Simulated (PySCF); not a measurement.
Species: C9H13N.
Structure used (PBE0-D3(BJ)/def2-SVP), in Å, numbered top down from 1:
```
atom  x, y, z in Å
C1    -2.7981   -0.6671   -0.6042
C2    -2.0328   -0.1546    0.6153
C3    -0.6671    0.3832    0.2794
C4    -0.4435    1.7594    0.2133
C5     0.7973    2.2807   -0.1415
C6     1.8368    1.4039   -0.4403
C7     1.6600    0.0215   -0.3863
C8     2.7780   -0.9214   -0.7178
C9     0.3973   -0.4952   -0.0208
N10    0.2002   -1.8683   -0.0087
H11   -2.2395   -1.4624   -1.1204
H12   -2.9549    0.1459   -1.3288
H13   -3.7840   -1.0674   -0.3211
H14   -2.6149    0.6392    1.1087
H15   -1.9508   -0.9610    1.3689
H16   -1.2713    2.4344    0.4497
H17    0.9530    3.3604   -0.1862
H18    2.8172    1.7962   -0.7251
H19    2.4995   -1.6068   -1.5365
H20    3.6795   -0.3759   -1.0277
H21    3.0597   -1.5493    0.1474
H22   -0.5803   -2.1957    0.5457
H23    1.0299   -2.4308    0.1262
```

Computed, not measured: PBE0-D3(BJ)/def2-SVP geometry optimisation, gas phase (PySCF).

Take the most abundant isotopes and a rigid rotor. The values belong to one conformer with, in the numbering `[CH3:1][CH2:2][c:3]1[cH:4][cH:5][cH:6][c:7]([CH3:8])[c:9]1[NH2:10]`, C1–C2–C3–C4 103°.

Q: What are A, B and C (MHz)?

A: Ia = 252.63, Ib = 437.51, Ic = 643.86 u·Å²; 505379 MHz·u·Å²/I gives A = 2000, B = 1155, C = 784.9 MHz.

Q: Classify the top.

A: An asymmetric top: κ = (2 × 1155 − 2000 − 784.9)/(2000 − 784.9) = -0.39.

Q: What does the inertial defect say?

A: Not planar: Δ = Ic − Ia − Ib = -46.28 u·Å². For a rigid frame Δ = −2 Σ m c², so Σ m c² = 23.14 u·Å² lies off the ab plane: 9.43 from hydrogen and 13.71 from heavier atoms. The atom farthest from that plane is 1.58 Å away.

Q: Give the other two planar moments, Paa and Pbb, and the rms extents of the mass along the axes.

A: Paa = Σ m a² = (Ib + Ic − Ia)/2 = 414.37 and Pbb = Σ m b² = (Ia + Ic − Ib)/2 = 229.49 u·Å². With the mass M = 135.10 u, the rms extents √(P/M) along a, b and c are 1.75, 1.30, 0.41 Å.

Q: Which lines would a microwave search look for?

A: The dipole components are |μa| = 0.29 D, |μb| = 1.64 D, |μc| = 0.92 D. Intensities carry the squares of the components, which stand as 0.03 : 1.00 : 0.31 (a : b : c). Some lines, for components of 0.1 D or more:

```
type  branch         J(Ka,Kc)    MHz  lower level (cm⁻¹)
   a       Q  1(1,0) ← 1(1,1)    370               0.093
   c       Q  2(1,2) ← 2(0,2)    573               0.191
   b       Q  1(1,0) ← 1(0,1)   1216               0.065
   a       R  1(0,1) ← 0(0,0)   1940               0.000
   a       Q  3(1,2) ← 3(1,3)   2204               0.384
   b       Q  3(1,2) ← 3(0,3)   2519               0.373
   b       Q  2(2,1) ← 2(1,2)   3647               0.210
   b       Q  3(2,2) ← 3(1,3)   4257               0.384
   b       Q  3(3,0) ← 3(2,1)   4774               0.541
   a       R  3(1,3) ← 2(1,2)   5210               0.210
   a       R  3(2,1) ← 2(2,0)   6172               0.335
   b       R  2(2,1) ← 1(1,0)   6786               0.105
   b       R  3(3,0) ← 2(2,1)  11044               0.332
```

Q: Estimate the classical rotational partition function at 10 K, 25 K and 298.15 K.

A: Point group C1, symmetry number σ = 1; q = (√π/σ)·√((kT/h)³/(ABC)), k/h = 20836.6 MHz/K: 3960 at 10 K, 15600 at 25 K, 644000 at 298.15 K.

Not checked by PBE0-D3(BJ)/def2-SVP frequencies. No vibrational averaging or centrifugal distortion is included, and the geometry carries the error of its method. A rigid rotor knows nothing of inversion at nitrogen or internal rotation, which can split or shift real lines. Quadrupole hyperfine structure (14N) is left out.

The run took 2.0 min of wall time on Arm Neoverse V1, one thread, shared host. These figures are those of the optimisation.
